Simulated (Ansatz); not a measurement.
(KH)4 ring (K₄H₄), relaxed as a singlet with RKS PBE-D4/def2-SVP in Ansatz, starting from the GFN2-xTB geometry. Force threshold 0.02 eV/Å.

Start:

```
atom   x (Å)   y (Å)   z (Å)
  K1  -0.235   1.384   2.161
  H2   1.234   0.197   2.154
  K3   2.090  -1.089   1.066
  H4   1.268  -1.383  -0.595
  K5   0.210  -1.415  -2.143
  H6  -1.235  -0.198  -2.154
  K7  -2.064   1.120  -1.083
  H8  -1.267   1.384   0.595
```

```
step  energy (eV)  largest force component (eV/Å)  SCF passes
   1  -65325.1296                           2.625          15
   2  -65327.6695                           1.553          16
   3  -65329.1695                           0.765          16
   4  -65329.8379                           0.530          15
   5  -65330.2016                           0.342          16
   6  -65330.4090                           0.170          15
   7  -65330.4856                           0.055          16
   8  -65330.5051                           0.014          16
   9  -65330.5096                           0.021          16
  10  -65330.5110                           0.011          16
  11  -65330.5111                           0.012          16
```

Force components are those of the run's own axes.

End:

| atom | x (Å) | y (Å) | z (Å) |
| --- | --- | --- | --- |
| K1 | -0.344 | 1.788 | 2.662 |
| H2 | 1.571 | 0.254 | 2.742 |
| K3 | 2.599 | -1.424 | 1.275 |
| H4 | 2.061 | -2.250 | -0.972 |
| K5 | 0.344 | -1.788 | -2.662 |
| H6 | -1.570 | -0.254 | -2.743 |
| K7 | -2.599 | 1.424 | -1.275 |
| H8 | -2.061 | 2.250 | 0.972 |

By distances, no bond broke or formed. The bond that changes most is K1–H8, from 1.87 to 2.45 Å (atoms count from 1).

The force fell under the threshold at step 8, but the optimiser went on and released 0.006 eV more. No frequencies were taken in this run, so the end may be a saddle point.

Run time 14 s (4 threads of Arm Neoverse V2 on a shared host).
